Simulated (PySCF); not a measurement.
C₃H₃ClF₂, SMILES C(F)(F)/C=C/Cl. Atoms are numbered in the order given.

```xyz
9

F     -1.9201    -1.5235     0.5897
C     -1.3441    -0.3046     0.8453
F     -2.0105     0.6428     0.1167
C      0.1128    -0.3469     0.4870
C      0.6560     0.5167    -0.3857
Cl     2.3269     0.5081    -0.8273
H     -1.5085    -0.0802     1.9269
H      0.7158    -1.1231     0.9834
H      0.0633     1.2993    -0.8829
```

The structure is a stationary point at PBE-D3(BJ)/def2-SVP. One conformer was computed; it need not be the lowest.

Two levels are set side by side: PBE/pcSseg-1 (PySCF) and PBE0/pcSseg-1 (PySCF). GIAO shifts against CFCl3 (¹⁹F), HCl (³⁵Cl), TMS (¹H), TMS (¹³C) at the same level; non-relativistic, no solvent, atoms listed together averaged. Without spin–orbit terms, shifts of atoms bonded to Cl or Br come out too high at both levels. Differences are taken from unrounded values.

| quantity | PBE |
|---|---|
| δ(¹³C) of C2 (ppm) | 125.9 |
| δ(¹³C) of C4 (ppm) | 136.5 |
| δ(¹³C) of C5 (ppm) | 144.6 |
| δ(³⁵Cl) of Cl6 (ppm) | 257.2 |
| δ(¹H) of H7 (ppm) | 7.06 |
| δ(¹H) of H8 (ppm) | 6.37 |
| δ(¹H) of H9 (ppm) | 7.12 |

These are the PBE values. What does PBE0 give? (Estimate from the structure and the level; the computed values follow.)


```json
[
 {"quantity": "δ(¹³C) of C2 (ppm)", "PBE0": "120.8", "PBE minus PBE0": "5.1"},
 {"quantity": "δ(¹³C) of C4 (ppm)", "PBE0": "138.0", "PBE minus PBE0": "-1.5"},
 {"quantity": "δ(¹³C) of C5 (ppm)", "PBE0": "146.5", "PBE minus PBE0": "-1.9"},
 {"quantity": "δ(³⁵Cl) of Cl6 (ppm)", "PBE0": "225.6", "PBE minus PBE0": "31.5"},
 {"quantity": "δ(¹H) of H7 (ppm)", "PBE0": "6.80", "PBE minus PBE0": "0.27"},
 {"quantity": "δ(¹H) of H8 (ppm)", "PBE0": "6.47", "PBE minus PBE0": "-0.10"},
 {"quantity": "δ(¹H) of H9 (ppm)", "PBE0": "7.21", "PBE minus PBE0": "-0.09"}
]
```

Rough cost on one machine, each run with all the roots and properties that it gave: PBE0 against PBE within a factor of 2.
